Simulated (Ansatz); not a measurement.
A search over several starts for the lowest SCF solution of Li3Si6 at the given spin, in a small basis.

```yaml
crystal:
  periodic: [false, false, false]
  atoms:
    - {symbol: Li, position_ang: [2.228482, 1.185316, 1.235092]}
    - {symbol: Li, position_ang: [-1.732654, -0.194316, 1.778803]}
    - {symbol: Li, position_ang: [0.023359, 1.077809, -2.339141]}
    - {symbol: Si, position_ang: [-0.951953, -0.777199, -0.694067]}
    - {symbol: Si, position_ang: [0.234740, -2.627461, -0.070752]}
    - {symbol: Si, position_ang: [1.506710, -0.421810, -0.840353]}
    - {symbol: Si, position_ang: [-2.128778, 1.233879, -0.808796]}
    - {symbol: Si, position_ang: [0.826490, -0.852217, 1.400868]}
    - {symbol: Si, position_ang: [-0.006387, 1.376001, 0.338336]}
basis:
  gaussian: {orbitals: def2-SVP, initial_orbitals: start.molden}
magnetization: {spin_polarized: true, initial_magnetization: 1}
hamiltonian: {xc: pbe, dispersion: d4}
output: {orbitals: {seedname: orbitals}}
```

The file start.molden holds the orbitals of an earlier run on this structure, at another level or in another basis.

```sh
$ ansatz run in.yaml --threads 4 --pin off --events-out ev --progress --plain --max-ram 4787MiB
```

It prints (some lines left out):

```
Functional definition: PBE
1584 factors; their error is unknown
mean field evaluation 1: about -47840.1020 eV, gradient 5.0e0 eV
mean field evaluation 2: about -47840.2064 eV, gradient 1.3e-1 eV
mean field evaluation 4: about -47840.0018 eV, gradient 1.2e-3 eV
mean field evaluation 8: about -47832.6361 eV, gradient 3.1e1 eV
mean field evaluation 16: about -47840.2065 eV, gradient 2.4e-1 eV
mean field evaluation 32: about -47838.7078 eV, gradient 5.8e0 eV
mean field -47840.00175439 eV, -1758.0876373560 hartree, gradient 1.4e-5 eV, S^2 0.756060; 5 other end points of the search recorded, 0 dependent functions left out
reference -47840.00183545 eV, -1758.0876403350 hartree; 47, 46 occupied and 88, 89 virtual orbitals, 1584 factors
Total energy: -47840.63277644 eV, -1758.1108269887 hartree
```

Hardware: 4 threads of AMD EPYC 9R45 on a shared host. Wall time 4.2 s.

The structure comes from a short search, and lower isomers may exist.
